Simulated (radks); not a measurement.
Problem. Species: neutral fluorine. Configuration: 1s(up 1, down 1) 2s2 2p5. Calculated with a radial shooting solver on a logarithmic mesh with Libxc functionals: scalar-relativistic Kohn-Sham, r2SCAN, spin-polarised, spherical densities, finite nucleus; open shells are filled with parallel spins first; meta-GGA in the generalised Kohn-Sham scheme; Fermi nuclear charge, rms radius 2.8976 fm. Some entries of the table are withheld. Estimate them.

orbital,occ.,eigenvalue (Ry),<1/r> (bohr^-1),<r> (bohr)
1s up,1,-49.24960,8.631,0.1763
1s down,1,-49.17828,8.640,0.1760
2s up,1,-2.39388,(1),0.9949
2s down,1,-2.23272,(2),1.011
2p up,3,-0.92388,(3),1.076
2p down,2,-0.76124,(4),1.126

Solution. 
(1) 2s up <1/r> (bohr^-1): 1.472
(2) 2s down <1/r> (bohr^-1): 1.448
(3) 2p up <1/r> (bohr^-1): 1.290
(4) 2p down <1/r> (bohr^-1): 1.249
